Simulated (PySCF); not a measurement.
C5H9OPS.
SMILES with atom numbers: `[O:1]=[C:2]1[CH2:3][CH2:4][PH:5](=[S:6])[CH2:7][CH2:8]1`

Cartesian coordinates in Å at the GFN2-xTB level; atoms count from 1:
```xyz
17
C5H9OPS angstrom
O      1.833   -1.870    0.524
C      1.118   -1.061   -0.006
C      1.497    0.401   -0.136
C      0.554    1.288    0.681
P     -1.133    1.084   -0.028
S     -1.385    1.761   -1.816
C     -1.364   -0.730    0.187
C     -0.236   -1.423   -0.583
H      2.528    0.529    0.202
H      1.429    0.693   -1.189
H      0.560    1.005    1.736
H      0.852    2.336    0.593
H     -1.953    1.616    0.977
H     -1.339   -0.994    1.247
H     -2.334   -1.017   -0.228
H     -0.274   -1.100   -1.628
H     -0.358   -2.507   -0.542
```

NICS = −σ at a ghost point: NICS(0) at the centroid of the ring atoms, NICS(1) 1 Å to either side along the normal of their mean plane, zz for the tensor component along that normal. Level: GIAO PBE0/pcSseg-1 (PySCF, non-relativistic, gas phase) on the GFN2-xTB geometry, one conformer.

Ring bond lengths (Å), with Mayer bond orders in brackets: C2–C3 1.516 (0.97), C3–C4 1.531 (1.02), C4–P5 1.841 (0.88), P5–C7 1.841 (0.88), C7–C8 1.531 (1.02), C8–C2 1.516 (0.97).

**Question.** What do the NICS probes read (ppm)?

**Answer.** 
```csv
ring,type,NICS(0),"NICS(1), two faces","NICS(1)zz, two faces",rms pucker (Å),"centre to ring atoms, mean (Å)"
C2–C3–C4–P5–C7–C8,6-membered ring with P; formal bonds all single,-0.8,-0.8 / -2.7,6.2 / 0.5,0.29,1.55
```

**Question.** What do they say, and how far can they be read as aromaticity?

**Answer.** 
- C2–C3–C4–P5–C7–C8: mean NICS(1)zz 3.4 ppm, deshielded. C3, C4, P5, C7, C8 have four or more neighbours, and the NICS criterion for π rings isn't applied. The two faces differ by 5.7 ppm, so no symmetry operation interchanges them.

**Question.** At the second NICS(1) probe listed for ring C2–C3–C4–P5–C7–C8, 1 Å off the ring, what do the in-plane components average?

**Answer.** The isotropic value is a third of the trace: (3 × -2.7 − (0.5))/2 = -4.3 ppm.
